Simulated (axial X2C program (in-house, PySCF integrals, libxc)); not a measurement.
Density and ELF of BiB

All values were computed with an axial X2C code built on PySCF integrals. Two-component (2c) means X2C with spin–orbit coupling and atomic mean-field two-electron Coulomb and Gaunt terms. Basis: Bi dyall-cv3z [12s14p10d6f1g], B dyall-v3z [7s6p2d1f] (cores contracted in-house); Gaussian nuclei, density fitting, unrestricted open shells. Masses: Bi 208.980 u, B 11.009 u.

PBE0, with spin–orbit coupling, state Ω = 2 (⟨Sz⟩ = 0.93, ⟨Lz⟩ = 1.07 at PBE0); Bi at z = 0, B at z = 2.172 Å.

The maps cover the half plane through the axis: z from -2.4 to 4.2 Å along the bond, ρ from 0.15 to 2.25 Å away from it.

log10 of the density in e/bohr³:

```
 ρ\z  -2.4  -1.8  -1.2  -0.6   0.0   0.6   1.2   1.8   2.4   3.0   3.6   4.2
0.15  -3.0  -2.2  -1.3   0.0   2.0   0.0  -1.0  -0.8  -0.2  -1.3  -2.0  -2.9
0.45  -3.1  -2.3  -1.4  -0.4   0.5  -0.4  -1.1  -1.0  -1.1  -1.4  -2.1  -2.9
0.75  -3.2  -2.4  -1.6  -0.9  -0.4  -0.9  -1.3  -1.3  -1.3  -1.7  -2.3  -3.1
1.05  -3.3  -2.6  -1.9  -1.3  -1.1  -1.3  -1.6  -1.6  -1.7  -2.0  -2.6  -3.3
1.35  -3.5  -2.8  -2.2  -1.7  -1.5  -1.7  -1.9  -2.0  -2.0  -2.3  -2.9  -3.5
1.65  -3.7  -3.1  -2.5  -2.1  -1.9  -2.0  -2.2  -2.3  -2.4  -2.7  -3.2  -3.7
1.95  -4.0  -3.3  -2.8  -2.5  -2.3  -2.4  -2.6  -2.7  -2.8  -3.1  -3.5  -4.0
2.25  -4.2  -3.6  -3.2  -2.8  -2.7  -2.8  -2.9  -3.1  -3.2  -3.5  -3.8  -4.3
```

Electron localisation function (collinear form, no current term, damped to 0 at low density):

```
 ρ\z  -2.4  -1.8  -1.2  -0.6   0.0   0.6   1.2   1.8   2.4   3.0   3.6   4.2
0.15  0.17  0.56  0.55  0.60  0.45  0.61  0.55  0.06  0.48  0.98  0.97  0.78
0.45  0.15  0.54  0.58  0.47  0.58  0.44  0.56  0.47  0.16  0.97  0.96  0.71
0.75  0.11  0.49  0.62  0.39  0.47  0.32  0.57  0.78  0.81  0.95  0.93  0.55
1.05  0.07  0.41  0.64  0.50  0.39  0.40  0.55  0.72  0.80  0.90  0.84  0.30
1.35  0.04  0.30  0.59  0.60  0.52  0.49  0.49  0.58  0.66  0.75  0.61  0.10
1.65  0.01  0.18  0.47  0.59  0.57  0.50  0.40  0.41  0.44  0.47  0.26  0.02
1.95  0.00  0.08  0.31  0.47  0.49  0.42  0.31  0.25  0.22  0.18  0.06  0.00
2.25  0.00  0.02  0.15  0.31  0.35  0.30  0.20  0.12  0.08  0.04  0.01  0.00
```

Axial spin density in 10⁻³ e/bohr³:

```
 ρ\z  -2.4  -1.8  -1.2  -0.6  0.0   0.6   1.2   1.8   2.4   3.0  3.6  4.2
0.15   0.4   2.0   7.4  -1.4  8.9  -2.2  16.1  25.1  48.2  40.9  7.1  1.0
0.45   0.3   1.7   6.1   2.9  3.2   0.7  13.4  12.7  40.0  27.8  5.6  0.9
0.75   0.3   1.2   4.2   5.0  0.1   5.1   9.5   8.3  19.4  14.2  3.5  0.6
1.05   0.2   0.8   2.5   3.8  2.8   5.2   6.0   5.1   8.1   6.2  1.9  0.4
1.35   0.1   0.5   1.3   2.1  2.5   3.4   3.4   2.8   3.3   2.5  0.9  0.2
1.65   0.1   0.2   0.7   1.1  1.4   1.8   1.7   1.4   1.3   1.0  0.4  0.1
1.95   0.0   0.1   0.3   0.5  0.8   0.9   0.8   0.7   0.6   0.4  0.2  0.1
2.25   0.0   0.1   0.1   0.2  0.4   0.4   0.4   0.3   0.2   0.2  0.1  0.0
```

The state is one determinant whose occupation by symmetry is held fixed; it was picked as the lowest of a PBE0 search that is not exhaustive. Density functionals use the spin component along the axis (collinear). Other states lie close and PBE0, whose exact exchange favours high spin, may order them wrongly; the determinant shown need not be the ground state. The nearest other spin-free determinant of the search, M_S = 0, Λ = 1, lies 0.13 eV up at the distance of the search. The functionals have no current-density term, which raises determinants with orbital currents, atoms included. With several unpaired electrons one determinant need not be a pure state. A state of lower Ω lies just above, and one determinant can place such states too high, so the state shown need not be the lowest. The search has Ω = 1 only 0.09 eV up. Open-shell Ω = 0 determinants with evenly filled partner blocks cannot be reached by this program, so the Ω shown need not be the lowest component.
